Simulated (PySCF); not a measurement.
How methods differ on the ionisation energy of Pr(41+)

Pr(41+) [Ar] → Pr(42+) [Ne] 3s2 3p5 [3p1/2^2 3p3/2^3, M_J = 3/2], as a difference of total energies. All numbers are calculated (PySCF 2.14, the two-component X2C-1e Hamiltonian, in an uncontracted even-tempered set (18 s from 8.9 bohr⁻², ratio 2.4; 14 p from 12 bohr⁻², ratio 2.4; 4 d from 46 bohr⁻², ratio 2.6; 4 f from 68 bohr⁻², ratio 2.6)). Correlated levels: 1s2 frozen; the 54 highest virtual spinors dropped. "Screened" scales the spin-orbit matrix elements by Boettger's factors to mimic the two-electron term; Breit and QED terms are absent.

| method | ionisation energy (eV) |
| --- | --- |
| GHF (spin-free) | 3266.3 |
| GMP2 (spin-free) | 3267.2 |
| GHF (screened spin-orbit) | 3229.3 |
| GMP2 (screened spin-orbit) | 3230.2 |

Breit and QED terms and the two-electron picture change are absent.

The spin-free rows lack the spin-orbit shift.

For comparison: 3227 ± 4 eV (theoretical estimate listed by NIST; NIST Atomic Spectra Database, ionization energies).
